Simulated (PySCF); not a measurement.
Predicted microwave data (PBE0/pcSseg-1 in PySCF (dipole) on a GFN2-xTB geometry, gas phase) for one isomer of C3H9F3OSi2:

```
Rotational constants : A = 2302, B = 490.5, C = 449.0 MHz
Dipole components    : |μa| = 2.36 D, |μb| = 0.62 D, |μc| = 0.20 D
Inertial defect      : -124.22 u·Å²
κ                    : -0.96
```

Question: Which structure is it? (One computed conformer of each.)
A. `[F:1][CH2:2][C:3]([F:4])([F:5])[O:6][CH:7]([SiH3:8])[SiH3:9]` with F1–C2–C3–F4 59°, C2–C3–O6–C7 180°, C3–O6–C7–Si8 -113°
B. `[CH3:1][Si@@H:2]([CH2:3][O:4][SiH3:5])[C:6]([F:7])([F:8])[F:9]` with C1–Si2–C3–O4 -63°, Si2–C3–O4–Si5 -177°
C. `[CH3:1][C:2]([SiH3:3])([SiH3:4])[O:5][C:6]([F:7])([F:8])[F:9]` with C1–C2–O5–C6 85°
D. `[CH3:1][O:2][SiH2:3][C@@H:4]([SiH3:5])[C:6]([F:7])([F:8])[F:9]` with C1–O2–Si3–C4 179°, O2–Si3–C4–Si5 50°

Answer: B. It is C[Si@@H](CO[SiH3])C(F)(F)F, a near-prolate asymmetric top, point group C1. The candidates at the same level (rigid rotor, commonest isotopes):

```csv
SMILES,A (MHz),B (MHz),C (MHz),μa (D),μb (D),μc (D),Δ (u·Å²),point group,rotor
CC([SiH3])([SiH3])OC(F)(F)F,1607,858.8,757.6,2.63,0.44,0.87,-235.90,C1,asymmetric top
FCC(F)(F)OC([SiH3])[SiH3],1747,676.7,556.5,2.27,0.15,1.26,-128.02,near Cs,asymmetric top
C[Si@@H](CO[SiH3])C(F)(F)F,2302,490.5,449.0,2.36,0.62,0.20,-124.22,C1,near-prolate asymmetric top
CO[SiH2][C@@H]([SiH3])C(F)(F)F,1786,744.1,592.5,3.23,0.31,0.39,-109.05,C1,asymmetric top
```

`CO[SiH2][C@@H]([SiH3])C(F)(F)F` has B 52 % too high; `FCC(F)(F)OC([SiH3])[SiH3]` has B 38 % too high; `CC([SiH3])([SiH3])OC(F)(F)F` has B 75 % too high. No structure here is proved a minimum.
